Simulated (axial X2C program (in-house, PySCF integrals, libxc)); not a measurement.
Potential curves of PBr⁻, two-component

Computed with an in-house all-electron X2C program for linear molecules (integrals from PySCF). Two-component (2c) means X2C with spin–orbit coupling and atomic mean-field two-electron Coulomb and Gaunt terms. Basis: Br dyall-acv3z [9s10p7d5f1g], P dyall-av3z [9s8p3d2f] (cores contracted in-house); Gaussian nuclei, density fitting, unrestricted open shells. Masses: Br 78.918 u, P 30.974 u.

State: Ω = 3/2 (⟨Sz⟩ = 0.50, ⟨Lz⟩ = 1.00 at HF). Energies in kJ/mol from the fragments at the same level (Br- + P). Fits are polynomials in 1 − R0/R over 0.85 to 1.23 times the lowest point R0.

| R (Å) | CCSD(T) | PBE0 | CCSD | PW91 |
| --- | --- | --- | --- | --- |
| 2.0167 |  | -9.24 |  | -22.51 |
| 2.1094 | -16.86 | -46.45 | -8.62 | -61.24 |
| 2.1789 | -34.95 | -61.93 | -26.63 | -77.96 |
| 2.2485 | -45.10 | -69.70 | -36.71 | -87.01 |
| 2.3180 | -49.29 | -71.69 | -40.82 | -90.27 |
| 2.3991 |  | -68.74 |  | -88.78 |
| 2.4803 | -43.78 | -61.77 | -35.19 | -83.21 |
| 2.5846 | -33.40 | -49.03 | -24.80 | -72.15 |
| 2.7121 |  | -30.32 |  | -55.29 |
| 2.8975 |  | -1.25 |  |  |

Correlated methods: 13 electrons correlated (number of frozen shells: Br 3 s, 2 p, 1 d; P 2 s, 1 p), 245 virtual spin orbitals or spinors in MP2, 90 natural virtuals in coupled cluster.

Occupations by symmetry block were frozen at the best pattern of an incomplete PBE0 search. Dissociation energies refer to the lowest single-determinant-based atoms at the same level and basis. Density functionals use the spin component along the axis (collinear). Coupled cluster ran in a truncated set of natural virtual spinors; the MP2 energy of the rest was added. (T) has no such correction and the atoms are truncated less, which lowers De at CCSD(T) by a hundredth of an eV or more. Without a current term, density functionals place determinants with orbital angular momentum somewhat too high. The atomic limit has a lower orbital projection than the molecule and lies lower at mean-field level, so De may be about a tenth of an eV too small. The highest occupied level of some functionals is positive through self-interaction error; at Hartree–Fock it is bound. The stretched end of a curve changes character and is left out. Coupled cluster ran on the points near the minimum only. MP2 and coupled cluster on one determinant become unreliable at the stretched end.

(1) What are Re, ωe and De at the CCSD(T) level?

(2) Fit the PBE0 curve near its minimum: give the equilibrium distance, the harmonic wavenumber and the well depth.

(3) Fit the CCSD curve near its minimum: give the equilibrium distance, the harmonic wavenumber and the well depth.

(4) Fit the PW91 curve near its minimum: give the equilibrium distance, the harmonic wavenumber and the well depth.

Results:

(1) At CCSD(T), 2c: Re = 2.347 Å, ωe ≈ 319 cm⁻¹, De = 0.51 eV to Br- + P; Be follows as 0.138 cm⁻¹.

(2) At PBE0, 2c: Re = 2.312 Å, ωe ≈ 337 cm⁻¹, De = 0.74 eV to Br- + P; Be follows as 0.142 cm⁻¹.

(3) At CCSD, 2c: Re = 2.346 Å, ωe ≈ 319 cm⁻¹, De = 0.43 eV to Br- + P; Be follows as 0.138 cm⁻¹.

(4) At PW91, 2c: Re = 2.334 Å, ωe ≈ 322 cm⁻¹, De = 0.94 eV to Br- + P; Be follows as 0.139 cm⁻¹.
